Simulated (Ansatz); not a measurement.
Ansatz (an electronic-structure program) input (PBE/def2-TZVP):

Ansatz 0.2 input:
```yaml
crystal:
  periodic: [false, false, false]
  atoms:
    - {symbol: Sn, position_ang: [-0.00000000, -0.00000000, -0.03502570]}
    - {symbol: H, position_ang: [0.00000000, 0.00000000, 1.75128499]}
basis:
  gaussian:
    orbitals: def2-TZVP
hamiltonian:
  xc: {name: PBE}
magnetization: {spin_polarized: true, initial_magnetization: 1}
relax: {f_tol: 0.003, max_steps: 100}
```

End of the output:

```
mean field -5846.26357796 eV, -214.8462237502 hartree, gradient 1.6e-5 eV, S^2 0.752468; 0 other end points of the search recorded, 0 dependent functions left out
the calculation of the forces begins
reference -5846.26361310 eV, -214.8462250417 hartree; 12, 11 occupied and 44, 45 virtual orbitals, 432 factors
relax step   3: F+E_penalty+E_count = -5846.26357796 eV  Δ(F+E_penalty+E_count) = -2.367e-4 eV  max|allowed force component| = 1.596e-3 eV/Å  Δτ_max = 0.0036 Å  (32 SCF iters, accepted)
integrals: 0.01 GiB planned
432 factors; their error is unknown
mean field: 0.13 GiB planned
mean field evaluation 64: about -5846.2636 eV, gradient 9.8e-5 eV
mean field -5846.26357796 eV, -214.8462237502 hartree, gradient 1.6e-5 eV, S^2 0.752468; 2 other end points of the search recorded, 0 dependent functions left out
the calculation of the forces begins
reference -5846.26361310 eV, -214.8462250417 hartree; 12, 11 occupied and 44, 45 virtual orbitals, 432 factors
Total energy: -5846.26361310 eV, -214.8462250417 hartree
Atom 0 at     0.000000     0.000000    -0.040246 Å, force     0.000000    -0.000000    -0.001596 eV/Å
Atom 1 at    -0.000000    -0.000000     1.756505 Å, force    -0.000000     0.000000     0.001596 eV/Å
Dipole moment:    -0.000000     0.000000    -0.132889 e Å
```
